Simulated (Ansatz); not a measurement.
Compare A (`BN(C)[SiH2]C`) with its isomer B (`CBC(N)[SiH3]`).

Gas-phase electronic energies from Ansatz, PBE0-D4/def2-TZVP geometries. CBS: MP2 limit from def2 TZ/QZ plus the TZ coupled-cluster correction, frozen cores. Functionals use def2-TZVPP. Each species was taken in one conformer, which may not be the lowest.

**Question.** Which is lower in electronic energy at CCSD(T)/CBS, and by how much? (Estimate.)

**Answer.** Computed: A, by 180.0 kJ/mol.

**Question.** Give E(B) − E(A) in kJ/mol with CCSD/def2-TZVPP, ωB97M-V, HF/def2-TZVPP, B2PLYP, MP2/def2-TZVPP, CCSD(T)/def2-SVP, r2SCAN-D4. (Best estimate.)

**Answer.** Ansatz gave: CCSD/def2-TZVPP 181.7, ωB97M-V 175.0, HF/def2-TZVPP 191.6, B2PLYP 183.1, MP2/def2-TZVPP 184.6, CCSD(T)/def2-SVP 181.3, r2SCAN-D4 171.5. None reverses the order clearly.

**Question.** Does the order hold for the free energy at 298.15 K (harmonic terms from PBE0-D4)? (An estimate is asked.)

**Answer.** Computed: Yes: G(B) − G(A) = +173.5 kJ/mol, for one conformer each. Modes under 60 cm⁻¹, often nearly free rotors, make the harmonic entropy too high.

Largest T1 diagnostic: 0.012.

Leaving LDA and LC-ωPBE aside and taking each functional with its dispersion term where it has one, the values, not all of them listed here, spread over 22.5 kJ/mol, from revPBE-D4 to BHLYP-D4. From BLYP to BHLYP (50 % exact exchange), in def2-TZVPP and without D4, E(B) − E(A) moves by +8.2 kJ/mol.
